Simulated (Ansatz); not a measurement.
`C[O][Zr]([OH])([Cl])[c]1ccccc1` and `FB(F)c1ccccc1` differ in one atom or group.

Ansatz, PBE0-D4/def2-TZVP geometries, multiplicity 1. Each molecule was computed in one conformer, which needn't be the lowest.

Elements past krypton have def2 core potentials.

```json
{"property": "HOMO energy (B3LYP/def2-TZVPP) / eV", "`C[O][Zr]([OH])([Cl])[c]1ccccc1`": "-6.97"}
{"property": "HOMO–LUMO gap (PBE/def2-TZVPP) / eV", "`C[O][Zr]([OH])([Cl])[c]1ccccc1`": "3.96"}
{"property": "HOMO–LUMO gap (ωB97M-V/def2-TZVPP) / eV", "`C[O][Zr]([OH])([Cl])[c]1ccccc1`": "9.85"}
{"property": "LUMO energy (ωB97M-V/def2-TZVPP) / eV", "`C[O][Zr]([OH])([Cl])[c]1ccccc1`": "0.62"}
{"property": "HOMO energy (ωB97M-V/def2-TZVPP) / eV", "`C[O][Zr]([OH])([Cl])[c]1ccccc1`": "-9.23"}
{"property": "size of the dipole moment (ωB97M-V/def2-TZVPP) / D", "`C[O][Zr]([OH])([Cl])[c]1ccccc1`": "3.40"}
```

Task: Give the same properties after the change, and the shifts. (Best estimate.)

Result: Computed: 
```csv
property,`FB(F)c1ccccc1`,shift
HOMO energy (B3LYP/def2-TZVPP) / eV,-7.46,-0.49
HOMO–LUMO gap (PBE/def2-TZVPP) / eV,4.39,0.43
HOMO–LUMO gap (ωB97M-V/def2-TZVPP) / eV,10.32,0.47
LUMO energy (ωB97M-V/def2-TZVPP) / eV,0.55,-0.07
HOMO energy (ωB97M-V/def2-TZVPP) / eV,-9.77,-0.54
size of the dipole moment (ωB97M-V/def2-TZVPP) / D,2.34,-1.06
```

With PBE0 the HOMO falls by 0.49 eV and the LUMO falls by 0.12 eV, so the gap widens by about 0.37 eV. PBE moves the HOMO by -0.61 eV and ωB97M-V by -0.54 eV. Dipoles are sizes alone; their direction can turn.

B3LYP here is the variant with VWN-RPA as its local correlation; programs differ in this.
